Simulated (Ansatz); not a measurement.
**Pulling the pair apart**

The pair of Br⁻ (SMILES [Br-], atom 1) and CH4 (SMILES C, atoms 2–6), both closed shells, in one local arrangement (a lower one may exist), relaxed at PBE0-D4/def2-TZVPD:

Br1  (0.159, 0.019, -3.280)
C2  (-0.032, -0.004, 0.654)
H3  (0.026, 0.004, -0.439)
H4  (-1.022, -0.339, 0.967)
H5  (0.146, 1.003, 1.039)
H6  (0.723, -0.682, 1.058)
(Å)

CH4 is shifted rigidly along the line between the mean atom positions of the two fragments (negative: closer). Counterpoise interaction energies in kJ/mol. Computed with Ansatz 0.2.0 (basis: def2-TZVPPD); correlated methods freeze the cores. Filled d shells of the heavier atoms are correlated. The def2 sets are not built for correlating such inner shells, so the correlated values are less sure here.

```tsv
shift (Å)	HF	PBE0-D4	MP2
-0.28	4.1	-9.8	-6.5
-0.14	-0.1	-11.3	-8.6
0.00	-2.6	-11.8	-9.4
0.14	-4.0	-11.5	-9.5
0.34	-4.8	-10.6	-8.9
0.71	-4.7	-8.3	-7.1
1.42	-3.1	-4.8	-4.1
2.84	-1.2	-1.8	-1.5
```

Q: What does CCSD(T) give at these shifts? (An estimate is asked for; the value comes from the calculation.)

A: By the calculation: -5.9, -8.2, -9.2, -9.4, -8.9, -7.1, -4.1, -1.4 kJ/mol. For zero shift, CCSD(T) at an estimated basis limit (MP2 extrapolated from triple and quadruple zeta, plus CCSD(T) − MP2 in triple zeta) gives -10.7 kJ/mol. These are counterpoise interaction energies, counted from the two frozen fragments.

T1 diagnostic: at most 0.007.

For scale, one of the runs: CCSD(T)/def2-TZVPPD, 162 basis functions, launched by `ansatz run in.yaml --threads 2 --pin off --events-out ev --progress --plain --max-ram 5222MiB`. Hardware: 2 CPU threads of an Arm Neoverse V1, shared host. Wall time 40 s; peak host memory 1.2 GiB.
